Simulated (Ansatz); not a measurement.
A nudged elastic band was laid between two geometries of ClH3Sn + FH (7 atoms, charge 0, multiplicity 1).

The calculation used RKS BLYP/def2-SVP (Ansatz 0.2.0).

```
movable images  : 5
climbing image  : yes
spring          : 5.0 eV/Å²
optimiser       : quadratic models (default)
start path      : through a guess of the saddle point
force threshold : 0.03 eV/Å
iteration limit : 60
end points      : relaxed
```

Initial state:

```xyz
7
Properties=species:S:1:pos:R:3
Sn 0.181 0.000 -0.115
Cl 0.131 0.000 2.329
H 1.881 0.000 -0.452
H -0.574 1.461 -0.626
H -0.574 -1.461 -0.626
F -2.638 0.000 1.187
H -1.979 0.000 1.875
```

Final state:

```xyz
7
Properties=species:S:1:pos:R:3
Sn -0.321 0.000 -0.583
Cl -0.301 0.000 3.516
H 1.174 0.000 0.274
H -0.644 1.452 -1.462
H -0.644 -1.452 -1.462
F -1.740 0.000 0.830
H -1.098 0.000 2.461
```

Problem. What changes between the two ends?

Solution. Bonds broken: Sn1–Cl2, F6–H7. Bonds formed: Sn1–F6, Cl2–H7. ClH3Sn + FH becomes ClH + FH3Sn.

Problem. What energy profile does the band end with?

Solution. It converged. The highest image is number 3 of 0 to 6, 0.68 eV above the first end and 0.43 eV above the last; the last end lies 0.24 eV above the first. A vibrational analysis at the climbing image gives 2 clearly imaginary modes (332i, 121i cm⁻¹): a point of higher order, so a lower path passes nearby. The orbitals stay closed-shell, which can raise the energy where a bond breaks towards radicals; this wasn't checked here.

```json
{"image": "0", "path coordinate (Å)": "0.00", "energy (eV)": "0.00", "Sn1–Cl2 (Å)": "2.44", "F6–H7 (Å)": "0.95", "Sn1–F6 (Å)": "3.11"}
{"image": "1", "path coordinate (Å)": "0.47", "energy (eV)": "0.10", "Sn1–Cl2 (Å)": "2.49", "F6–H7 (Å)": "0.97", "Sn1–F6 (Å)": "2.72"}
{"image": "2", "path coordinate (Å)": "0.94", "energy (eV)": "0.40", "Sn1–Cl2 (Å)": "2.66", "F6–H7 (Å)": "1.02", "Sn1–F6 (Å)": "2.40"}
{"image": "3", "path coordinate (Å)": "1.41", "energy (eV)": "0.68", "Sn1–Cl2 (Å)": "2.95", "F6–H7 (Å)": "1.22", "Sn1–F6 (Å)": "2.17"}
{"image": "4", "path coordinate (Å)": "1.88", "energy (eV)": "0.49", "Sn1–Cl2 (Å)": "3.31", "F6–H7 (Å)": "1.48", "Sn1–F6 (Å)": "2.05"}
{"image": "5", "path coordinate (Å)": "2.35", "energy (eV)": "0.29", "Sn1–Cl2 (Å)": "3.69", "F6–H7 (Å)": "1.64", "Sn1–F6 (Å)": "2.02"}
{"image": "6", "path coordinate (Å)": "2.82", "energy (eV)": "0.24", "Sn1–Cl2 (Å)": "4.10", "F6–H7 (Å)": "1.75", "Sn1–F6 (Å)": "2.00"}
```

Problem. What is the geometry of the highest image?

Solution. 
```xyz
7
Properties=species:S:1:pos:R:3:forces:R:3
Sn -0.227 0.000 -0.221 -0.01 0.00 -0.02
Cl -0.018 0.000 2.717 0.03 0.00 0.00
H 1.484 0.000 0.039 0.01 0.00 0.01
H -0.720 1.473 -0.982 0.01 -0.01 0.01
H -0.719 -1.473 -0.982 0.01 0.01 0.01
F -2.023 0.000 0.992 -0.03 0.00 -0.02
H -1.350 0.000 2.009 -0.01 0.00 0.01
```

Run time: 27 s on 1 thread of AMD EPYC 9R45 96-Core Processor (Zen 5), with other jobs on the host, peak memory 0.16 GiB.
